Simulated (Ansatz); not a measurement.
Relaxation of Tl4H5 with UKS PBE-D4/def2-SVP.

```sh
$ ansatz run in.yaml --threads 4 --pin off --events-out ev --progress --plain --max-ram 4787MiB
```

```yaml
crystal:
  periodic: [false, false, false]
  atoms:
    - {symbol: Tl, position_ang: [0.184450, -1.507900, -2.470000]}
    - {symbol: Tl, position_ang: [-1.573560, 0.743060, -2.283670]}
    - {symbol: Tl, position_ang: [-0.479890, 1.870600, 1.877490]}
    - {symbol: Tl, position_ang: [1.835070, -0.672260, 1.475240]}
    - {symbol: H, position_ang: [1.820930, 1.315410, 1.234870]}
    - {symbol: H, position_ang: [-1.150750, 1.404660, -0.217860]}
    - {symbol: H, position_ang: [0.037020, -0.487540, 2.316450]}
    - {symbol: H, position_ang: [-1.929000, -1.462160, -1.534290]}
    - {symbol: H, position_ang: [1.255730, -1.203870, -0.398230]}
basis:
  gaussian: {orbitals: def2-SVP}
magnetization: {spin_polarized: true, initial_magnetization: 1}
hamiltonian: {xc: pbe, dispersion: d4}
scf: {lower_state_search: "off"}
output: {orbitals: {seedname: orbitals}}
relax: {f_tol: 0.02, max_steps: 100}
```

It took 1.7 min on 4 threads of Arm Neoverse V1 on a shared host.

Positions (Å) and forces (eV/Å) at steps 1, 2, 3, 4, 5, 6, 7, 8, 9, 10, 11, 12, 13, 14, 15, 16, 17, 18, 19, 20, 21, 22, 23, 24, 25, 26, 27, 28, 29, 30, 31 of 41:

```xyz
9
step=1 energy=-18860.6546 eV
Tl    0.184   -1.508   -2.470    0.595   -0.933    0.318
Tl   -1.574    0.743   -2.284   -0.663    0.755    0.664
Tl   -0.480    1.871    1.877    0.157   -0.292   -0.209
Tl    1.835   -0.672    1.475   -0.726    0.359   -0.556
H     1.821    1.315    1.235   -0.029   -0.124    0.099
H    -1.151    1.405   -0.218   -0.014   -0.066   -0.177
H     0.037   -0.488    2.316    0.170    0.066    0.011
H    -1.929   -1.462   -1.534    0.357    0.328   -0.229
H     1.256   -1.204   -0.398    0.153   -0.092    0.080
9
step=2 energy=-18861.0801 eV
Tl    0.274   -1.664   -2.400    0.062   -0.357    0.098
Tl   -1.681    0.852   -2.163   -0.219    0.134    0.199
Tl   -0.446    1.807    1.832   -0.221    0.231    0.063
Tl    1.708   -0.613    1.372    0.013   -0.162   -0.229
H     1.816    1.320    1.247   -0.001   -0.012   -0.030
H    -1.151    1.400   -0.229    0.000   -0.047   -0.005
H     0.041   -0.474    2.331   -0.008   -0.005    0.012
H    -1.847   -1.389   -1.580    0.306    0.260   -0.102
H     1.286   -1.240   -0.411    0.068   -0.041   -0.007
9
step=3 energy=-18861.2437 eV
Tl    0.345   -1.845   -2.380   -0.110   -0.181    0.173
Tl   -1.766    0.946   -2.075   -0.218    0.091   -0.184
Tl   -0.518    1.889    1.865    0.100   -0.159   -0.075
Tl    1.681   -0.641    1.294   -0.141    0.165    0.062
H     1.772    1.286    1.229   -0.022    0.067   -0.072
H    -1.181    1.424   -0.192    0.111    0.048    0.380
H     0.057   -0.446    2.301   -0.095   -0.005    0.012
H    -1.722   -1.300   -1.597    0.370    0.067   -0.098
H     1.331   -1.313   -0.444    0.005   -0.093   -0.198
9
step=4 energy=-18861.3607 eV
Tl    0.393   -2.032   -2.352   -0.232    0.024    0.196
Tl   -1.845    1.040   -2.020   -0.050   -0.195   -0.023
Tl   -0.523    1.903    1.903    0.059   -0.070   -0.018
Tl    1.614   -0.618    1.234   -0.011    0.100    0.150
H     1.747    1.303    1.165   -0.062    0.040   -0.051
H    -1.185    1.423   -0.125    0.061    0.024    0.188
H     0.017   -0.450    2.285   -0.069    0.020   -0.024
H    -1.564   -1.213   -1.610    0.311    0.164   -0.177
H     1.345   -1.355   -0.480   -0.008   -0.106   -0.241
9
step=5 energy=-18861.4573 eV
Tl    0.371   -2.149   -2.292   -0.159   -0.038    0.042
Tl   -1.867    1.046   -1.950   -0.062   -0.107   -0.076
Tl   -0.521    1.916    1.942    0.019    0.033    0.072
Tl    1.559   -0.603    1.180    0.087    0.034    0.165
H     1.698    1.318    1.100   -0.058    0.030   -0.042
H    -1.196    1.422   -0.051    0.038   -0.003    0.114
H    -0.024   -0.437    2.257   -0.053    0.004   -0.038
H    -1.403   -1.106   -1.662    0.183    0.103   -0.104
H     1.383   -1.407   -0.524    0.006   -0.055   -0.133
9
step=6 energy=-18861.5119 eV
Tl    0.331   -2.265   -2.249   -0.006   -0.097   -0.004
Tl   -1.904    1.045   -1.912   -0.039    0.044    0.016
Tl   -0.516    1.943    1.998    0.036   -0.033   -0.009
Tl    1.546   -0.594    1.161    0.033    0.048    0.055
H     1.650    1.335    1.048   -0.045    0.013   -0.008
H    -1.206    1.416    0.020   -0.002   -0.012    0.025
H    -0.060   -0.426    2.222   -0.023    0.005   -0.025
H    -1.257   -1.004   -1.734    0.037    0.051   -0.033
H     1.414   -1.450   -0.554    0.009   -0.019   -0.017
9
step=7 energy=-18861.5361 eV
Tl    0.296   -2.405   -2.166   -0.063    0.096    0.075
Tl   -1.976    1.093   -1.877    0.019   -0.028    0.017
Tl   -0.515    1.927    2.014    0.008    0.006    0.017
Tl    1.558   -0.581    1.145    0.055    0.018    0.009
H     1.619    1.350    1.021   -0.024    0.011   -0.008
H    -1.244    1.416    0.054   -0.015   -0.013   -0.011
H    -0.061   -0.436    2.193   -0.018   -0.012   -0.018
H    -1.129   -0.883   -1.829    0.067   -0.025   -0.050
H     1.452   -1.482   -0.556   -0.029   -0.052   -0.030
9
step=8 energy=-18861.5497 eV
Tl    0.202   -2.449   -2.049    0.002   -0.055   -0.018
Tl   -1.965    1.128   -1.879   -0.036    0.078   -0.036
Tl   -0.520    1.890    2.028   -0.017   -0.011    0.003
Tl    1.628   -0.562    1.136   -0.059    0.106   -0.006
H     1.565    1.393    0.968    0.014   -0.084   -0.003
H    -1.330    1.377    0.093    0.008   -0.013    0.031
H    -0.025   -0.458    2.180    0.065   -0.014   -0.031
H    -1.014   -0.770   -1.947    0.010   -0.015    0.003
H     1.459   -1.548   -0.530    0.013    0.009    0.057
9
step=9 energy=-18861.5552 eV
Tl    0.146   -2.491   -1.977   -0.046    0.089    0.016
Tl   -1.972    1.184   -1.894    0.048   -0.022    0.014
Tl   -0.545    1.854    2.034   -0.024   -0.007   -0.003
Tl    1.664   -0.531    1.120   -0.053    0.056   -0.034
H     1.541    1.415    0.940    0.016   -0.073   -0.009
H    -1.368    1.334    0.105   -0.014   -0.004   -0.004
H     0.018   -0.478    2.172    0.049   -0.007   -0.013
H    -0.950   -0.694   -2.001    0.024   -0.052   -0.003
H     1.465   -1.593   -0.498   -0.002    0.019    0.035
9
step=10 energy=-18861.5687 eV
Tl    0.073   -2.495   -1.894   -0.026   -0.047   -0.022
Tl   -1.801    1.281   -1.932    0.066   -0.054    0.035
Tl   -0.613    1.794    2.045    0.013    0.021    0.027
Tl    1.677   -0.492    1.080    0.075    0.015   -0.028
H     1.501    1.424    0.857   -0.041   -0.013   -0.003
H    -1.465    1.270    0.145   -0.024   -0.018   -0.051
H     0.104   -0.495    2.201   -0.027   -0.015    0.004
H    -0.956   -0.695   -2.007   -0.029    0.076    0.002
H     1.479   -1.593   -0.495   -0.007    0.036    0.034
9
step=11 energy=-18861.5692 eV
Tl   -0.005   -2.542   -1.842    0.010    0.074    0.074
Tl   -1.618    1.352   -1.944    0.093   -0.111    0.156
Tl   -0.674    1.755    2.073    0.109   -0.127   -0.089
Tl    1.758   -0.451    1.063   -0.172    0.077   -0.109
H     1.418    1.431    0.784    0.009    0.057    0.005
H    -1.539    1.203    0.188   -0.015    0.011   -0.106
H     0.179   -0.505    2.169   -0.046   -0.015    0.109
H    -0.931   -0.689   -2.007   -0.039    0.073   -0.024
H     1.412   -1.553   -0.484    0.050   -0.039   -0.017
9
step=12 energy=-18861.5744 eV
Tl   -0.079   -2.577   -1.767    0.007    0.148    0.079
Tl   -1.427    1.403   -1.925    0.071   -0.129    0.209
Tl   -0.660    1.674    2.075   -0.149    0.136    0.087
Tl    1.700   -0.361    1.011    0.103   -0.179   -0.144
H     1.386    1.528    0.685   -0.109   -0.112    0.045
H    -1.608    1.136    0.224    0.027   -0.004   -0.189
H     0.199   -0.579    2.227    0.066    0.109   -0.071
H    -0.913   -0.678   -2.035   -0.015    0.026   -0.014
H     1.402   -1.546   -0.494   -0.002    0.006   -0.001
9
step=13 energy=-18861.6213 eV
Tl   -0.143   -2.578   -1.680   -0.052    0.005   -0.011
Tl   -1.254    1.401   -1.826    0.057    0.131   -0.101
Tl   -0.704    1.673    2.097   -0.102    0.066    0.095
Tl    1.688   -0.350    0.936    0.082   -0.102   -0.036
H     1.268    1.520    0.663   -0.053   -0.010   -0.047
H    -1.609    1.084    0.232   -0.009   -0.068    0.066
H     0.225   -0.533    2.203    0.046    0.022   -0.041
H    -0.892   -0.674   -2.065   -0.005   -0.085    0.013
H     1.421   -1.542   -0.560    0.035    0.041    0.062
9
step=14 energy=-18861.6560 eV
Tl   -0.219   -2.574   -1.589   -0.076    0.030   -0.023
Tl   -1.068    1.449   -1.772    0.069    0.068   -0.039
Tl   -0.758    1.637    2.102   -0.091    0.035    0.098
Tl    1.698   -0.323    0.882    0.049   -0.077    0.010
H     1.168    1.519    0.593   -0.037    0.021   -0.104
H    -1.646    1.009    0.239   -0.012   -0.043    0.024
H     0.273   -0.522    2.190    0.056   -0.006   -0.033
H    -0.879   -0.654   -2.060    0.000   -0.065   -0.002
H     1.432   -1.540   -0.587    0.042    0.037    0.070
9
step=15 energy=-18861.6936 eV
Tl   -0.295   -2.559   -1.512   -0.061    0.118   -0.010
Tl   -0.883    1.495   -1.730    0.026   -0.087    0.129
Tl   -0.816    1.595    2.135   -0.076    0.001    0.030
Tl    1.713   -0.288    0.839   -0.026   -0.042    0.032
H     1.036    1.510    0.494    0.018    0.019   -0.134
H    -1.638    0.938    0.242   -0.015    0.004   -0.065
H     0.329   -0.514    2.192    0.076   -0.014   -0.031
H    -0.884   -0.636   -2.069    0.033   -0.008   -0.002
H     1.438   -1.541   -0.591    0.025    0.008    0.051
9
step=16 energy=-18861.7308 eV
Tl   -0.367   -2.508   -1.440   -0.036    0.127    0.004
Tl   -0.713    1.521   -1.631   -0.054   -0.020   -0.032
Tl   -0.864    1.553    2.135   -0.094   -0.019    0.077
Tl    1.729   -0.259    0.812    0.000   -0.037    0.050
H     0.928    1.489    0.349    0.065   -0.027   -0.101
H    -1.682    0.867    0.242   -0.019    0.005   -0.006
H     0.391   -0.508    2.202    0.069    0.019   -0.024
H    -0.871   -0.602   -2.099    0.058   -0.014    0.005
H     1.449   -1.553   -0.570    0.011   -0.034    0.027
9
step=17 energy=-18861.7566 eV
Tl   -0.419   -2.396   -1.350   -0.060    0.044    0.007
Tl   -0.710    1.598   -1.634   -0.066   -0.183    0.119
Tl   -0.929    1.478    2.122   -0.003   -0.089   -0.060
Tl    1.792   -0.278    0.829   -0.104    0.123   -0.010
H     0.881    1.401    0.206    0.099   -0.051   -0.006
H    -1.765    0.850    0.215    0.046    0.027   -0.027
H     0.488   -0.502    2.250    0.014    0.054   -0.046
H    -0.849   -0.528   -2.137    0.082    0.109    0.008
H     1.511   -1.623   -0.501   -0.009   -0.034    0.015
9
step=18 energy=-18861.7738 eV
Tl   -0.500   -2.313   -1.271   -0.027   -0.011    0.043
Tl   -0.723    1.616   -1.594   -0.054    0.129   -0.235
Tl   -0.967    1.402    2.091   -0.044   -0.006    0.189
Tl    1.820   -0.266    0.822    0.008    0.089   -0.107
H     0.892    1.386    0.120    0.153   -0.093    0.120
H    -1.804    0.791    0.191   -0.025   -0.087    0.026
H     0.546   -0.482    2.254   -0.034    0.042    0.002
H    -0.776   -0.466   -2.168    0.056   -0.029   -0.040
H     1.512   -1.667   -0.445   -0.033   -0.033    0.002
9
step=19 energy=-18861.8074 eV
Tl   -0.633   -2.225   -1.153    0.055    0.131    0.041
Tl   -0.746    1.636   -1.597    0.007    0.177   -0.135
Tl   -1.063    1.307    2.135    0.115   -0.141   -0.054
Tl    1.856   -0.243    0.767   -0.144    0.126   -0.177
H     0.904    1.396    0.075    0.184   -0.097    0.078
H    -1.770    0.700    0.180   -0.026   -0.147    0.099
H     0.606   -0.428    2.212   -0.134    0.067    0.113
H    -0.634   -0.410   -2.225    0.008   -0.127    0.017
H     1.480   -1.733   -0.393   -0.065    0.012    0.017
9
step=20 energy=-18861.8617 eV
Tl   -0.735   -2.118   -1.022   -0.033    0.202   -0.036
Tl   -0.788    1.686   -1.632    0.097   -0.062    0.014
Tl   -1.082    1.202    2.110    0.017    0.023    0.098
Tl    1.813   -0.213    0.728    0.089    0.010   -0.239
H     0.958    1.454    0.045    0.030   -0.126    0.025
H    -1.698    0.544    0.133   -0.009   -0.223   -0.064
H     0.642   -0.419    2.236   -0.130    0.066    0.064
H    -0.552   -0.358   -2.248   -0.006   -0.036    0.065
H     1.442   -1.777   -0.352   -0.054    0.146    0.072
9
step=21 energy=-18861.9326 eV
Tl   -0.831   -2.022   -0.941   -0.020    0.193   -0.049
Tl   -0.770    1.687   -1.611    0.096    0.059   -0.088
Tl   -1.123    1.164    2.103    0.109   -0.026    0.108
Tl    1.831   -0.192    0.699    0.018   -0.067   -0.186
H     0.987    1.468    0.043    0.018   -0.058   -0.002
H    -1.623    0.365    0.117   -0.043   -0.296   -0.060
H     0.647   -0.373    2.213   -0.126    0.092    0.106
H    -0.503   -0.331   -2.285   -0.032   -0.055    0.075
H     1.384   -1.767   -0.339   -0.021    0.158    0.094
9
step=22 energy=-18861.9870 eV
Tl   -0.904   -1.934   -0.896   -0.079   -0.189   -0.128
Tl   -0.744    1.705   -1.616    0.063    0.026   -0.032
Tl   -1.122    1.128    2.091    0.083   -0.013    0.074
Tl    1.833   -0.178    0.690    0.066   -0.110   -0.101
H     1.004    1.471    0.032   -0.022    0.016   -0.008
H    -1.564    0.183    0.094   -0.064   -0.030   -0.003
H     0.657   -0.330    2.235   -0.073    0.104    0.079
H    -0.491   -0.304   -2.311   -0.022    0.061    0.015
H     1.331   -1.743   -0.319    0.048    0.135    0.104
9
step=23 energy=-18861.9869 eV rejected
Tl   -0.981   -2.001   -0.991    0.282    0.355   -0.054
Tl   -0.706    1.711   -1.602   -0.003   -0.201    0.005
Tl   -1.098    1.113    2.072   -0.033    0.022    0.067
Tl    1.856   -0.156    0.706   -0.148   -0.236   -0.149
H     1.025    1.492    0.057   -0.028    0.019   -0.017
H    -1.538    0.081    0.079   -0.001    0.001   -0.015
H     0.707   -0.258    2.288    0.024    0.061    0.046
H    -0.514   -0.294   -2.325   -0.039   -0.058    0.096
H     1.249   -1.688   -0.284   -0.052    0.037    0.020
9
step=24 energy=-18862.0064 eV
Tl   -0.915   -1.960   -0.958    0.001   -0.006   -0.052
Tl   -0.723    1.700   -1.614    0.010    0.009    0.021
Tl   -1.111    1.128    2.103    0.052   -0.049   -0.021
Tl    1.835   -0.184    0.689   -0.019   -0.044   -0.027
H     1.006    1.471    0.038   -0.004    0.003   -0.011
H    -1.565    0.149    0.096    0.003   -0.019    0.015
H     0.676   -0.281    2.266   -0.025    0.077    0.031
H    -0.505   -0.298   -2.314   -0.005   -0.004    0.006
H     1.303   -1.725   -0.305   -0.012    0.033    0.038
9
step=25 energy=-18862.0108 eV
Tl   -0.935   -1.973   -1.036    0.037   -0.022    0.007
Tl   -0.713    1.695   -1.593   -0.057    0.135   -0.088
Tl   -1.086    1.119    2.088   -0.145    0.085    0.134
Tl    1.823   -0.190    0.692    0.059   -0.040    0.021
H     1.008    1.472    0.043    0.017   -0.002    0.014
H    -1.542    0.080    0.094    0.004   -0.015   -0.015
H     0.711   -0.207    2.320    0.098   -0.026   -0.018
H    -0.516   -0.282   -2.332    0.026   -0.059   -0.035
H     1.249   -1.713   -0.276   -0.040   -0.056   -0.019
9
step=26 energy=-18862.0096 eV rejected
Tl   -0.934   -1.992   -1.095   -0.002    0.085   -0.005
Tl   -0.728    1.710   -1.599    0.031   -0.163    0.130
Tl   -1.138    1.116    2.177    0.103   -0.165   -0.242
Tl    1.786   -0.199    0.670   -0.123    0.064    0.004
H     1.004    1.484    0.008    0.033   -0.028   -0.048
H    -1.424    0.056    0.134   -0.003    0.078    0.075
H     0.735   -0.142    2.337   -0.042    0.055   -0.007
H    -0.477   -0.277   -2.375   -0.020    0.068    0.065
H     1.177   -1.758   -0.257    0.023    0.005    0.029
9
step=27 energy=-18862.0190 eV
Tl   -0.928   -1.981   -1.067   -0.001    0.026   -0.008
Tl   -0.729    1.707   -1.590    0.003   -0.032    0.034
Tl   -1.123    1.110    2.134    0.008   -0.051   -0.058
Tl    1.803   -0.197    0.679   -0.038    0.023    0.001
H     1.011    1.474    0.012    0.025   -0.019   -0.019
H    -1.485    0.077    0.116    0.000    0.015    0.025
H     0.728   -0.167    2.328    0.003    0.026   -0.010
H    -0.490   -0.274   -2.351   -0.001    0.018    0.019
H     1.212   -1.748   -0.261    0.000   -0.006    0.016
9
step=28 energy=-18862.0249 eV
Tl   -0.933   -1.978   -1.098   -0.002   -0.001   -0.003
Tl   -0.738    1.719   -1.568    0.020   -0.026    0.024
Tl   -1.163    1.066    2.156    0.016   -0.054   -0.026
Tl    1.795   -0.200    0.670   -0.054    0.051    0.000
H     1.051    1.466   -0.051    0.035   -0.034   -0.012
H    -1.470    0.058    0.126   -0.003    0.025    0.020
H     0.751   -0.109    2.338   -0.012    0.025   -0.029
H    -0.471   -0.252   -2.348   -0.009    0.019    0.012
H     1.179   -1.770   -0.224    0.009   -0.004    0.013
9
step=29 energy=-18862.0329 eV
Tl   -0.937   -1.972   -1.118   -0.001   -0.023   -0.003
Tl   -0.737    1.732   -1.542    0.026   -0.003    0.008
Tl   -1.223    0.998    2.187    0.040   -0.065    0.012
Tl    1.785   -0.196    0.656   -0.055    0.067   -0.001
H     1.115    1.462   -0.138    0.042   -0.065    0.008
H    -1.466    0.049    0.136    0.006    0.031    0.012
H     0.767   -0.051    2.337   -0.046    0.040   -0.049
H    -0.457   -0.229   -2.337   -0.020    0.003    0.004
H     1.152   -1.793   -0.181    0.008    0.015    0.009
9
step=30 energy=-18862.0422 eV
Tl   -0.947   -1.964   -1.138    0.032   -0.002    0.009
Tl   -0.721    1.749   -1.510    0.029    0.012    0.002
Tl   -1.316    0.885    2.238    0.105   -0.091    0.020
Tl    1.778   -0.184    0.640   -0.078    0.090   -0.001
H     1.218    1.455   -0.264    0.037   -0.118    0.051
H    -1.461    0.044    0.149    0.023    0.044    0.007
H     0.782    0.031    2.330   -0.102    0.060   -0.076
H    -0.452   -0.201   -2.321   -0.035   -0.036   -0.002
H     1.118   -1.814   -0.124   -0.011    0.040   -0.009
9
step=31 energy=-18862.0472 eV
Tl   -0.955   -1.954   -1.135    0.046    0.016    0.014
Tl   -0.686    1.760   -1.502    0.020    0.035    0.013
Tl   -1.395    0.770    2.287    0.171   -0.100   -0.017
Tl    1.776   -0.172    0.634   -0.066    0.118   -0.004
H     1.303    1.448   -0.355    0.020   -0.162    0.086
H    -1.459    0.062    0.151    0.034    0.047    0.022
H     0.788    0.094    2.319   -0.154    0.062   -0.082
H    -0.480   -0.189   -2.315   -0.031   -0.075   -0.007
H     1.107   -1.820   -0.085   -0.039    0.058   -0.026
```

In the def2 sets Tl takes a core potential; there is no spin–orbit coupling. The relaxation made no stability test and no search for a lower SCF solution. The structure comes from a short search, and lower isomers may exist.
